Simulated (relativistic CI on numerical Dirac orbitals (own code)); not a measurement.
Calculated levels, Dy IV

Computed by Dirac-Coulomb-Breit CI, KLI orbitals optimised for each configuration, model QED, valence Slater integrals scaled by 0.7 (own radial code, finite nucleus).

CI space (outside the closed core [Xe]): 4f9.

The lowest level is 4f9 6H°_15/2, with 90 % of that term; Hund's rules for 4f9 give 6H° with J = 15/2, in agreement.

```csv
No.,Configuration,Term,J,E (eV),%,Landé g,jj configuration (%)
1,4f9,6H°,15/2,0.0000,90,1.319,4f5/2^5 4f7/2^4 (43)
2,4f9,6H°,13/2,0.4451,95,1.273,4f5/2^5 4f7/2^4 (56)
3,4f9,6H°,11/2,0.7168,86,1.211,4f5/2^4 4f7/2^5 (50)
4,4f9,6H°,9/2,0.9347,84,1.089,4f5/2^4 4f7/2^5 (34)
5,4f9,6F°,11/2,0.9483,89,1.429,4f5/2^5 4f7/2^4 (49)
6,4f9,6F°,9/2,1.0535,76,1.392,4f5/2^5 4f7/2^4 (43)
7,4f9,6H°,7/2,1.1120,88,0.842,4f5/2^4 4f7/2^5 (38)
8,4f9,6H°,5/2,1.2400,88,0.321,4f5/2^4 4f7/2^5 (37)
9,4f9,6F°,7/2,1.3155,86,1.372,4f5/2^5 4f7/2^4 (41)
10,4f9,6F°,5/2,1.4948,89,1.301,4f5/2^4 4f7/2^5 (39)
11,4f9,6F°,3/2,1.5688,83,1.075,4f5/2^4 4f7/2^5 (49)
12,4f9,6F°,1/2,1.6440,85,-0.562,4f5/2^5 4f7/2^4 (42)
13,4f9,4I°,15/2,2.0512,41,1.115,4f7/2^3 (58)
14,4f9,4F°,9/2,2.1419,53,1.290,4f5/2^4 4f7/2^5 (38)
15,4f9,4M°,21/2,2.3463,91,1.133,4f5/2^5 4f7/2^4 (70)
16,4f9,4G°,11/2,2.3679,84,1.255,4f5/2^5 4f7/2^4 (37)
17,4f9,4K°,17/2,2.4388,44,1.094,4f5/2^5 4f7/2^4 (95)
18,4f9,4M°,19/2,2.4989,56,1.097,4f5/2^5 4f7/2^4 (69)
19,4f9,4I°,13/2,2.5447,62,1.064,4f5/2^5 4f7/2^4 (60)
20,4f9,4F°,7/2,2.6762,51,1.196,4f5/2^5 4f7/2^4 (43)
21,4f9,4M°,15/2,2.7909,49,0.952,4f5/2^4 4f7/2^5 (65)
22,4f9,2P°,3/2,2.8024,28,1.376,4f7/2^3 (58)
23,4f9,4I°,11/2,2.8139,72,0.956,4f5/2^4 4f7/2^5 (46)
24,4f9,4M°,17/2,2.9768,60,1.048,4f5/2^4 4f7/2^5 (90)
25,4f9,4I°,9/2,3.0100,83,0.764,4f5/2^4 4f7/2^5 (39)
26,4f9,4F°,5/2,3.0144,25,1.219,4f5/2^5 4f7/2^4 (35)
27,4f9,4L°,19/2,3.0991,52,1.112,4f5/2^4 4f7/2^5 (75)
28,4f9,4K°,15/2,3.0997,56,1.055,4f5/2^4 4f7/2^5 (53)
29,4f9,4G°,9/2,3.1295,42,1.139,4f5/2^4 4f7/2^5 (34)
30,4f9,6P°,5/2,3.2234,29,1.443,4f5/2^4 4f7/2^5 (44)
31,4f9,2F°,7/2,3.2252,33,1.227,4f5/2^5 4f7/2^4 (39)
32,4f9,4G°,7/2,3.2969,29,1.275,4f5/2^5 4f7/2^4 (41)
33,4f9,4G°,5/2,3.3358,35,1.038,4f5/2^5 4f7/2^4 (49)
34,4f9,4D°,1/2,3.3684,43,0.888,4f5/2^5 4f7/2^4 (54)
35,4f9,4H°,13/2,3.3717,29,1.073,4f5/2^5 4f7/2^4 (48)
36,4f9,4H°,13/2,3.4157,54,1.083,4f5/2^4 4f7/2^5 (80)
37,4f9,4L°,17/2,3.4399,66,1.070,4f5/2^4 4f7/2^5 (61)
38,4f9,6P°,3/2,3.4477,25,1.308,4f5/2^5 4f7/2^4 (62)
39,4f9,4H°,11/2,3.5026,70,1.119,4f5/2^4 4f7/2^5 (50)
40,4f9,4G°,9/2,3.5979,53,1.091,4f5/2^3 4f7/2^6 (44)
41,4f9,4F°,3/2,3.6326,55,1.083,4f5/2^4 4f7/2^5 (54)
42,4f9,4G°,11/2,3.6369,62,1.185,4f5/2^4 4f7/2^5 (42)
43,4f9,4F°,5/2,3.6552,50,1.005,4f5/2^3 4f7/2^6 (47)
44,4f9,6P°,7/2,3.6624,32,1.172,4f5/2^4 4f7/2^5 (48)
45,4f9,4L°,13/2,3.7096,39,0.899,4f5/2^4 4f7/2^5 (41)
```

Energies count from the lowest computed level; ° marks odd parity. Filled j subshells are mostly left out of the jj labels.

The mean weight of the leading LS term, summed over parents, in these 45 levels is 60 %, and that of the leading jj configuration (from the same eigenvectors) 51 %.

One configuration and one scale for all Slater integrals: terms of lower spin can come out thousands of cm⁻¹ low, and their order can be wrong.

Landé's interval rule says that E(J) − E(J−1) = AJ with one A. For the ground term the intervals give A = -294.9, -317.9, -319.4, -337.2, -478.7 cm⁻¹ for J = 7/2, 9/2, 11/2, 13/2, 15/2; the multiplet is inverted.

LS names give the leading component of a level, which can be under half, so a name can repeat, a term be missing and a line seem to break the LS rules.
